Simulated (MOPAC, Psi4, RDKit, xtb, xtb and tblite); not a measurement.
Two geometries of SMILES BCC[Si](F)(F)F, singlet, relaxed at GFN2-xTB with one dihedral held; other torsions can differ between them too.

Structure A

```
13

B     -1.8284     0.3108    -0.0839
C     -0.7179    -0.4426    -0.9125
C      0.6816     0.1792    -0.6876
Si     0.7993     1.9591    -1.2602
F      0.4331     2.1884    -2.7886
F     -0.1391     2.9806    -0.4867
F      2.2521     2.5882    -1.1134
H     -2.7330     0.8272    -0.6100
H     -1.7188     0.3720     1.0783
H     -0.9194    -0.4594    -1.9845
H     -0.6684    -1.4861    -0.5868
H      0.9278     0.1182     0.3750
H      1.4268    -0.4256    -1.2114
```

Structure B

```
13

B      1.9931     0.3093    -0.2020
C      0.7879    -0.4281    -0.8941
C      1.1997    -1.4386    -1.9878
Si     2.1629    -2.8935    -1.3059
F      1.3577    -3.7817    -0.2629
F      3.4938    -2.5141    -0.5261
F      2.6454    -3.9332    -2.4077
H      2.8575     0.7348    -0.8634
H      1.9775     0.5299     0.9442
H      0.1302    -0.9315    -0.1834
H      0.1793     0.3508    -1.3679
H      1.7972    -0.9206    -2.7413
H      0.3039    -1.7997    -2.5008
```

Task: Which is lower in energy at the level DF-MP2 (frozen core)/cc-pVTZ // GFN2-xTB (Psi4), and by how much?

Result: B is lower, by 0.78 kcal/mol (dihedral H8–B1–C2–C3: 120° in A, 45° in B).

E(B) − E(A) in kcal/mol at the other levels, on the same two geometries: GFN2-xTB (xtb and tblite) -0.63; B3LYP/def2-TZVP // GFN2-xTB (Psi4) -0.94; B3LYP-D3(BJ)/def2-TZVP // GFN2-xTB (Psi4) -0.84; PBE/def2-TZVP // GFN2-xTB (Psi4) -0.91; PBE-D3(BJ)/def2-TZVP // GFN2-xTB (Psi4) -0.85; HF/cc-pVTZ // GFN2-xTB (Psi4) -0.94; UFF // GFN2-xTB (RDKit) 0.23; PM3, restricted, heats of formation // GFN2-xTB (MOPAC) -0.63; PM7, restricted, heats of formation // GFN2-xTB (MOPAC) -0.47; GFN1-xTB // GFN2-xTB (xtb) -0.16.
